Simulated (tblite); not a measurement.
Problem. What does the GFN2-xTB structure of `CC(C)([SiH2]N)[SiH2]S[SiH3]` look like in three dimensions?

Solution. 
```xyz
23
C3H15NSSi3 angstrom
C     -1.188    1.839   -0.029
C     -0.533    0.463    0.102
C      0.202    0.403    1.443
Si    -1.864   -0.916    0.083
N     -2.717   -0.779   -1.406
Si     0.703    0.261   -1.332
S      1.798   -1.593   -1.233
Si     3.520   -1.187   -0.032
H     -1.685    1.948   -0.991
H     -1.927    1.993    0.757
H     -0.444    2.632    0.051
H      0.986    1.161    1.501
H     -0.489    0.576    2.268
H      0.660   -0.574    1.592
H     -2.684   -0.730    1.298
H     -1.280   -2.253    0.085
H     -3.359   -1.514   -1.650
H     -3.109    0.111   -1.669
H      0.068    0.200   -2.641
H      1.696    1.341   -1.292
H      4.039    0.129   -0.385
H      4.440   -2.256   -0.383
H      3.163   -1.227    1.383
```

Any rigid rotation of these coordinates is as good. Atoms count from 1 in this order. Si6 (SiH2 silicon) is distorted tetrahedral (angles from 103.1° to 113.5°). Si8 (SiH3 silicon) is distorted tetrahedral (angles from 103.5° to 112.4°). Si4 (SiH2 silicon) is distorted tetrahedral (angles from 105.8° to 115.2°). Of the pairs four or more bonds apart, H9···H18 is among the closest relative to their van der Waals radii: 2.42 Å, 101 % of the sum of Bondi's values.

Bonds between heavy atoms (Å): C1–C2 1.530, C2–C3 1.531, C2–Si4 1.917, Si4–N5 1.722, C2–Si6 1.904, Si6–S7 2.155, S7–Si8 2.139.

Structure optimised with GFN2-xTB, isolated species.

Point group: C1 (no symmetry element, even within 0.4 Å). Its lowest GFN2-xTB frequency is 7i cm⁻¹, too small to tell a flat minimum from a shallow saddle. The numbers are those of one conformer (C1–C2–Si4–N5 59°, C2–Si4–N5–H 171° and -53°, C1–C2–Si6–S7 177°, C2–Si6–S7–Si8 -88°). 3 starts were optimised and ended at 0.00, 0.12 and 0.12 kcal/mol (GFN2-xTB); the lowest of these is shown.

These are computed values.
